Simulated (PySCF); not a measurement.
**Spinor energies of Pt⁷²⁺ (platinum, charge +72)**

Start: [He] 2s2 2p2; 2p1/2 filled at m_j = -1/2, +1/2. Calculated with PySCF 2.14 in an uncontracted even-tempered set (16 s from 60 bohr⁻², ratio 2.4; 13 p from 79 bohr⁻², ratio 2.4; 5 d from 250 bohr⁻², ratio 2.6; 4 f from 380 bohr⁻², ratio 2.6): generalised Hartree-Fock with the X2C-1e Hamiltonian and a Gaussian nucleus; one run each with spin-orbit coupling (SO) switched off, then screened by Boettger's factors.

| spinor shell | electrons | ε, spin-free (eV) | ε, screened SO (eV) | weight of nominal j (screened SO) | rms radius, screened SO (bohr) |
| --- | --- | --- | --- | --- | --- |
| 1s1/2 | 2 | -87159.0 | -87068.8 | 1.000 | 0.0193 |
| 2s1/2 | 2 | -21199.7 | -21171.9 | 1.000 | 0.0756 |
| 2p1/2 | 2 | -19591.4 | -20873.6 | 1.000 | 0.0635 |

```json
{"quantity": "E (hartree)", "spin-free": "-9689.10214", "screened SO": "-9785.97685"}
{"quantity": "M_J", "spin-free": "0", "screened SO": "0"}
{"quantity": "⟨J²⟩", "spin-free": "2.000", "screened SO": "0.000"}
{"quantity": "⟨L²⟩", "spin-free": "2.000", "screened SO": "1.333"}
{"quantity": "⟨S²⟩", "spin-free": "2.000", "screened SO": "1.333"}
```

Breit and QED terms are absent; they matter most for the inner s and p1/2 levels.

Densities and radii are taken from the X2C orbitals without a picture-change correction, which distorts them close to the nucleus.

Without spin-orbit coupling the j labels of p, d and f shells carry no meaning; the spin-free column gives the mean over the occupied spinors of each nl shell.
